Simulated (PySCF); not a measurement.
C₂H₁₀O₂Si₂, SMILES O[SiH2]CC[SiH2]O.

Geometry: PBE0-D3(BJ)/def2-SVP. This is a generated structure with no PubChem entry under its InChIKey; it may be hypothetical. One conformer was computed; it need not be the lowest.

All values below come from TDA-PBE0/def2-SVPD in PySCF 2.14.0.

Vertical excitations. Gas-phase values at a fixed geometry.

List the lowest excited states. (The exact figures need the calculation; the answer reports its results.)


```json
[
 {"state": "S1", "energy (eV)": "6.76", "λ (nm)": "183", "f": "0.006", "main pairs": "HOMO→LUMO 62 %, HOMO→LUMO+1 23 %"},
 {"state": "S2", "energy (eV)": "6.82", "λ (nm)": "182", "f": "0.007", "main pairs": "HOMO→LUMO+1 55 %, HOMO→LUMO 21 %, HOMO−1→LUMO+1 11 %, HOMO−1→LUMO 9 %"},
 {"state": "S3", "energy (eV)": "7.27", "λ (nm)": "170", "f": "0.016", "main pairs": "HOMO→LUMO+2 60 %, HOMO−1→LUMO 31 %"},
 {"state": "S4", "energy (eV)": "7.33", "λ (nm)": "169", "f": "0.002", "main pairs": "HOMO−1→LUMO+1 58 %, HOMO→LUMO+2 12 %, HOMO→LUMO 10 %"},
 {"state": "S5", "energy (eV)": "7.42", "λ (nm)": "167", "f": "0.002", "main pairs": "HOMO−1→LUMO 43 %, HOMO→LUMO+2 25 %, HOMO−1→LUMO+1 12 %, HOMO→LUMO+1 9 %"},
 {"state": "S6", "energy (eV)": "7.68", "λ (nm)": "161", "f": "0.008", "main pairs": "HOMO−2→LUMO 36 %, HOMO−3→LUMO 26 %, HOMO−2→LUMO+1 21 %, HOMO−3→LUMO+1 12 %"},
 {"state": "T1", "energy (eV)": "6.48", "λ (nm)": "191", "f": "0", "main pairs": "HOMO→LUMO+1 40 %, HOMO→LUMO 36 %, HOMO−1→LUMO 12 %"},
 {"state": "T2", "energy (eV)": "6.55", "λ (nm)": "189", "f": "0", "main pairs": "HOMO→LUMO 37 %, HOMO→LUMO+1 29 %, HOMO−1→LUMO+1 20 %"}
]
```
Triplets are in the Tamm–Dancoff approximation.
